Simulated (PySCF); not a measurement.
Species: ScO (doublet state).
SMILES: `[O][Sc]`

The calculation used PySCF, PBE0-D3(BJ)/def2-SVP geometry optimisation, gas phase.

Take the most abundant isotopes and a rigid rotor. 

**Question.** What are the moment of inertia and the rotational constant?

**Answer.** I = 31.675 u·Å², B = 505379 MHz·u·Å²/I = 15955 MHz (0.5322 cm⁻¹, or 0.766 K as hB/k). For two atoms I = μr² with μ = 11.7975 u and r = 1.6386 Å.

**Question.** List the first levels of a rigid rotor in a Σ state.

**Answer.** E(J) = BJ(J+1): J = 1: 1.064, J = 2: 3.193, J = 3: 6.387, J = 4: 10.644, J = 5: 15.966, J = 6: 22.353 cm⁻¹. For this open shell read J as N, the rotation without spin; fine and hyperfine splittings come on top.

**Question.** Where do the first rotational lines fall?

**Answer.** The dipole is 3.60 D; J+1 ← J lies at 2B(J+1): 1 ← 0 at 31.91 GHz, 2 ← 1 at 63.82 GHz, 3 ← 2 at 95.73 GHz, 4 ← 3 at 127.64 GHz, 5 ← 4 at 159.55 GHz, 6 ← 5 at 191.46 GHz.

**Question.** Estimate the classical rotational partition function at 10 K, 25 K and 200 K.

**Answer.** Point group C∞v, symmetry number σ = 1; q = kT/(σhB), k/h = 20836.6 MHz/K: 13.1 at 10 K, 32.6 at 25 K, 261 at 200 K.

No PBE0-D3(BJ)/def2-SVP frequencies stand behind this structure, so it isn't proved a minimum. ⟨S²⟩ = 0.752 (exact for a doublet: 0.75). No vibrational averaging or centrifugal distortion is included, and the geometry carries the error of its method.
